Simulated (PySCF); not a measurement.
## Spin states and ions at one geometry of Pb(CH3)2

PySCF 2.14.0, RKS TPSS, Pb def2-SVP with ECP60, C def2-SVP, H def2-SVP; non-relativistic Hamiltonian with scalar-relativistic core potentials where named; density fitting; no spin-orbit coupling; singlets restricted, open shells unrestricted. The geometry is relaxed for charge 0, singlet, vacuum:

```xyz
9

Pb    0.0000    0.0000   -0.7902
C     1.6710    0.0000    0.8438
H     2.6840    0.0000    0.4060
H     1.5480    0.8936    1.4849
H     1.5480   -0.8936    1.4849
C    -1.6710    0.0000    0.8438
H    -2.6840    0.0000    0.4060
H    -1.5480   -0.8936    1.4849
H    -1.5480    0.8936    1.4849
```

Energies count from the relaxed state; an electron taken off or put on is at rest in vacuum. Charges and spins are Mulliken's.

| state | energy (eV) | spin squared | charge on Pb1 (e) | spin on Pb1 (e) | dipole about the centre of mass (D) |
| --- | --- | --- | --- | --- | --- |
| charge 0, singlet, vacuum | 0.00 | 0.00 | 0.44 | 0.00 | 0.67 |
| charge 0, triplet, vacuum | 1.79 | 2.00 | 0.16 | 1.46 | 0.44 |
| charge -1, doublet, vacuum | -0.40 | 0.75 | -0.33 | 1.06 | 1.07 |

Task: What does the state charge +1, doublet, vacuum give?

Result: energy (eV) 7.82, spin squared 0.76, charge on Pb1 (e) 0.89, spin on Pb1 (e) 0.41, dipole about the centre of mass (D) 1.32.

With an electron taken off (doublet) the charges change, summed by element, by Pb +0.44 e, C +0.06 e, H +0.49 e. The vertical ionisation energy is 7.82 eV, against −ε(HOMO) = 5.03 eV of the relaxed state. The level lies 2.8 eV too high, as is usual for semilocal functionals and global hybrids, which keep a self-interaction error.

With an electron put on (doublet) the charges change, summed by element, by Pb -0.77 e, C +0.12 e, H -0.35 e. The vertical electron affinity is 0.40 eV, against −ε(LUMO) = 2.90 eV of the relaxed state. The basis has no diffuse functions, which an added electron needs. The added electron's level lies above zero.

Open shells may have lower solutions than those found.

No frequency check is given that shows the relaxed geometry to be a minimum.
